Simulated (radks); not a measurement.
Coulomb parameter of the 4f shell of the dysprosium ion Dy+ in the model configuration [Xe] 4f9.5 6s1.5, as a second difference U = [E(n + 0.5) + E(n - 0.5) - 2 E(n)] / (0.5)^2 with all orbitals relaxed. "Bare": the charge of the atom changes with n. "Screened": the 6s shell takes up the change at fixed total charge, which measures U(4f,4f) + U(6s,6s) - 2 U(4f,6s). Calculated with a radial shooting solver on a logarithmic mesh with Libxc functionals: Dirac Kohn-Sham, PBE, spin-unpolarised, spherical densities, point nucleus; open shells are shared between the two j in proportion to 2j + 1.

\begin{tabular}{lrr}
case & configuration & E - E(n) (eV) \\ \hline
start & [Xe] 4f9.5 6s1.5 & 0.000 \\
bare +0.5 & [Xe] 4f10 6s1.5 & -4.864 \\
bare -0.5 & [Xe] 4f9 6s1.5 & 8.774 \\
screened +0.5 & [Xe] 4f10 6s1 & -1.107 \\
screened -0.5 & [Xe] 4f9 6s2 & 2.805 \\
\end{tabular}

U(bare) = 15.639 eV, U(screened by 6s) = 6.791 eV.
